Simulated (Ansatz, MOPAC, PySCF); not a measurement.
Breaking a bond: MgH, doublet.

- ROMP2 = Ansatz (a first-principles code) with MP2 on ROHF/aug-cc-pVTZ, frozen core
- PM3, unrestricted, heats of formation (MOPAC)
- UKS-B3LYP/6-311+G** = unrestricted B3LYP/6-311+G**, spherical d (PySCF)

Energies are in eV, each relative to the lowest point of its own curve near equilibrium.

```json
[
 {"R / Å": "1.32", "ROMP2": "1.260", "PM3": "0.903", "UKS-B3LYP/6-311+G**": "1.233"},
 {"R / Å": "1.38", "ROMP2": "0.843", "PM3": "0.660", "UKS-B3LYP/6-311+G**": "0.832"},
 {"R / Å": "1.49", "ROMP2": "0.341", "PM3": "0.291", "UKS-B3LYP/6-311+G**": "0.348"},
 {"R / Å": "1.57", "ROMP2": "0.137", "PM3": "0.105", "UKS-B3LYP/6-311+G**": "0.148"},
 {"R / Å": "1.62", "ROMP2": "0.061", "PM3": "0.034", "UKS-B3LYP/6-311+G**": "0.071"},
 {"R / Å": "1.70", "ROMP2": "0.004", "PM3": "0.000", "UKS-B3LYP/6-311+G**": "0.009"},
 {"R / Å": "1.74", "ROMP2": "0.000", "PM3": "0.019", "UKS-B3LYP/6-311+G**": "0.000"},
 {"R / Å": "1.77", "ROMP2": "0.006", "PM3": "0.048", "UKS-B3LYP/6-311+G**": "0.002"},
 {"R / Å": "1.85", "ROMP2": "0.052", "PM3": "0.176", "UKS-B3LYP/6-311+G**": "0.033"},
 {"R / Å": "1.91", "ROMP2": "0.111", "PM3": "0.306", "UKS-B3LYP/6-311+G**": "0.078"},
 {"R / Å": "2.00", "ROMP2": "0.227", "PM3": "0.511", "UKS-B3LYP/6-311+G**": "0.169"},
 {"R / Å": "2.13", "ROMP2": "0.434", "PM3": "0.753", "UKS-B3LYP/6-311+G**": "0.328"},
 {"R / Å": "2.36", "ROMP2": "0.850", "PM3": "1.005", "UKS-B3LYP/6-311+G**": "0.629"},
 {"R / Å": "2.61", "ROMP2": "1.268", "PM3": "1.278", "UKS-B3LYP/6-311+G**": "0.910"},
 {"R / Å": "2.87", "ROMP2": "1.341", "PM3": "1.546", "UKS-B3LYP/6-311+G**": "1.118"},
 {"R / Å": "3.13", "ROMP2": "1.363", "PM3": "1.681", "UKS-B3LYP/6-311+G**": "1.252"},
 {"R / Å": "3.48", "ROMP2": "1.371", "PM3": "1.755", "UKS-B3LYP/6-311+G**": "1.352"},
 {"R / Å": "3.88", "ROMP2": "1.372", "PM3": "1.796", "UKS-B3LYP/6-311+G**": "1.400"},
 {"R / Å": "4.22", "ROMP2": "1.373", "PM3": "1.814", "UKS-B3LYP/6-311+G**": "1.414"},
 {"R / Å": "4.74", "ROMP2": "1.374", "PM3": "1.827", "UKS-B3LYP/6-311+G**": "1.421"},
 {"R / Å": "5.22", "ROMP2": "1.375", "PM3": "1.832", "UKS-B3LYP/6-311+G**": "1.423"},
 {"R / Å": "6.00", "ROMP2": "1.375", "PM3": "1.835", "UKS-B3LYP/6-311+G**": "1.423"},
 {"R / Å": "6.93", "ROMP2": "1.376", "PM3": "1.835", "UKS-B3LYP/6-311+G**": "1.423"}
]
```

At the longest distance, 6.93 Å, PM3 lies highest above its minimum (1.835 eV) and ROMP2 lowest (1.376 eV).

The T1 diagnostic of CCSD on the restricted reference of ROMP2 exceeds 0.045 at 2.00 to 3.13 Å.
